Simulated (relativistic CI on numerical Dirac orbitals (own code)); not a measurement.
# Cu²⁺: sensitivity of the levels to the model

Base calculation: Dirac-Coulomb-Breit CI, separate exchange-only KLI orbitals for each configuration, QED by a radiative potential, valence Slater integrals scaled by 0.85, P86 correlation energy added to each configuration.

Configurations in the expansion (outside the closed core [Ar]): 3d9, 3d8 4s, 3d8 4p, 3d7 4s2, 3d8 5s, 3d8 4d, 3d8 5p, 3d7 4s 4p, 3d8 4f, 3d8 5d, 3d8 5f, 3d8 5g, 3d7 4p2, 3d7 4s 5s. Levels of other configurations are missing.

Variants: (1) Slater integrals left unscaled; (2) valence Slater integrals scaled by 0.75; (3) configuration mixing switched off. Shifts of the energy above 3d9 2D_5/2, in cm⁻¹, for the lowest level and the first level of each name with at least 55 % of one term (blank where a level changes its place among those of its configuration and J or its character, or is not in the variant):

```tsv
Level	Base	Δ(1)	Δ(2)	Δ(3)	Measured
3d9 2D_5/2	0.0	0.0	0.0	0.0	0.0
3d9 2D_3/2	1982.0	+21.5	-14.3	+10.9	2071.7
3d8 4s 4F_9/2	55379.6	-2368.4	+1579.8	-437.5	60805.2
3d8 4s 4F_7/2	56615.9	-2345.2	+1560.0	-429.5	62065.1
3d8 4s 4F_5/2	57662.9	-2345.6	+1562.6	-434.4	63148.8
3d8 4s 4F_3/2	58387.7	-2337.9	+1555.9	-437.5	63886.5
3d8 4s 2F_7/2	61843.7	-1367.3	+910.2	-33.9	67016.7
3d8 4s 2F_5/2	63755.7	-1333.2	+879.9	-34.3	
3d8 4s 2D_5/2	73256.2	+720.4	-482.7	-288.6	77968.2
3d8 4s 2D_3/2	73881.3	+708.2	-477.6	-284.9	78780.0
3d8 4s 4P_3/2	75769.3	+847.1	-567.5	-289.4	80305.7
3d8 4s 4P_5/2	75816.1	+790.1	-524.9	-289.7	80552.1
3d8 4s 4P_1/2	75970.1	+878.6	-593.1	-288.7	80423.5
3d8 4s 2P_3/2	81187.4	+1901.5	-1268.2	-18.8	
3d8 4s 2P_1/2	81887.7	+1943.6	-1303.5	-12.4	86133.7
3d8 4s 2G_9/2	82716.9	+2189.3	-1462.8	-244.6	89018.3
3d8 4s 2G_7/2	82747.9	+2192.3	-1464.6	-244.0	89046.7
3d8 4p 4D°_7/2	111940.1	-2607.8	+1740.1	-382.5	118884.9
3d8 4p 4D°_5/2	113580.7	-2585.9	+1724.4	-387.6	120577.9
3d8 4p 4G°_9/2	114368.3	-2152.5	+1436.3	-591.5	121337.7
3d8 4p 4G°_11/2	114544.5	-2222.3	+1492.4	-720.5	121699.1
3d8 4p 4D°_3/2	114817.3	-2578.8	+1721.0	-391.4	121864.5
```

For a near-neutral ion this model can misplace configurations by up to about 10,000 cm⁻¹ (more where the count of f electrons changes) and terms by 10 to 25 % of their spread. Rates follow the energies as ν³ (E1, M1) or ν⁵ (E2), so they and the lifetimes can be off by large factors. The fine structure of a lone outer electron comes out too small, for d and f at times inverted, and misplaced configurations move strength between like terms. 60 of the 60 excited levels that our extract of the measured tables holds in this range could be paired (the sources list more); they are missed by 6480 cm⁻¹ on average and 8855 at most, and levels without a partner can miss by more.

Measured levels: Sugar and Musgrove, J. Phys. Chem. Ref. Data 19, 527 (1990).

Ionisation energy from the two ground configurations alone: base 35.59 eV; Slater integrals left unscaled 35.33 eV; valence Slater integrals scaled by 0.75 35.76 eV. The NIST ASD value (measured) is 36.841 eV. The gap of more than 2 % comes from missing correlation.

LS names give the leading component of a level, which can be under half, so a name can repeat, a term be missing and a line seem to break the LS rules.
